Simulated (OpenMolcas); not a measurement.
**Mo4+: moving or changing the point charges**

Mo4+ among 6 point charges of -1.7 e arranged as an octahedron (Oh), 1.91 Å from the ion.
```
   1.9100    0.0000    0.0000  -1.70
   0.0000    1.9100    0.0000  -1.70
  -1.9100    0.0000    0.0000  -1.70
   0.0000   -1.9100    0.0000  -1.70
   0.0000    0.0000    1.9100  -1.70
   0.0000    0.0000   -1.9100  -1.70
```

- Program: OpenMolcas 26.06
- Method: SS-CASPT2, IPEA 0.25 Eh, imaginary shift 0.1 Eh (closed shells correlated: 4s 4p)
- Basis: ANO-RCC-VTZP [7s6p4d2f1g]
- Scalar Hamiltonian: DKH2, point nucleus
- Active space: 2 electrons in 5 orbitals (4d)
- State averaging: 2S+1 = 3 even, 10 roots; 2S+1 = 1 even, 15 roots
- Spin-orbit coupling: state interaction with AMFI integrals over the reference wave functions

Runs around this geometry, states (labels of O, the rotations of Oh). Energies in cm-1 above the lowest state or level, χT in cm3 K/mol; under a threefold ground state the first gap can be a small split of the lowest multiplet, not the spin-orbit step; 10Dq and B are least-squares fits to the states below 45000 cm-1, weighted by degeneracy, with a free offset, and given where the rms deviation is under 5 % of |10Dq| (or 100 cm-1) and under 700 cm-1.

```tsv
R (Å)	q (e)	Ground state	First state of that spin	10Dq	B (rms of fit)	First gap with spin-orbit (degeneracies)	χT at 300 K	First state of another spin
1.91	-0.85	3T1	3T2 4830	6265	702 (189)	240 (2, 3)	0.210	1T2 9820
1.91	-1.7	3T1	3T2 10410	12267	700 (268)	120 (2, 3)	0.258	1T2 9950
2.08	-1.7	3T1	3T2 6510	8165	717 (232)	190 (2, 3)	0.226	1T2 10100
```

Taking |10Dq| as R^-n, n = -ln(8165 / 12267) / ln(2.08 / 1.91) = 4.8 between the shortest and longest distance. The point-charge formula for a cubic d site gives n = 5.

Scaling the charges by -0.85 / -1.7 = 0.50 scales |10Dq| by 6265 / 12267 = 0.51; with fixed orbitals a first-order splitting would follow the charge.

Roots that are degenerate in the reference are averaged as groups; the widest CASPT2 spread within a group is 350 cm-1 (the 3-fold group of multiplicity 3 near 4830 cm-1 above the lowest state of its run, R = 1.91, q = -0.85). Shifts and gaps below about the spread of the groups concerned are not significant. An orbital triplet at a regular site is open to Jahn-Teller coupling, which can distort the site and quench the lowest spin-orbit gaps and is left out. Free-ion shares, where given, are those of the reference states; single-state CASPT2 does not remix them. This field is weak: 10Dq is about 6265 cm-1, while octahedral complexes of 4d ions of charge 3 and more, computed by the same method with explicit ligands, had a median near 25000 cm-1. Ground spin and moment need not be those of a real site (figures for R = 1.91, q = -0.85; the like holds for R = 1.91, q = -1.7, R = 2.08, q = -1.7). Point charges carry no covalency, so the field is a model and not that of real ligands. No measured value stands beside these numbers.
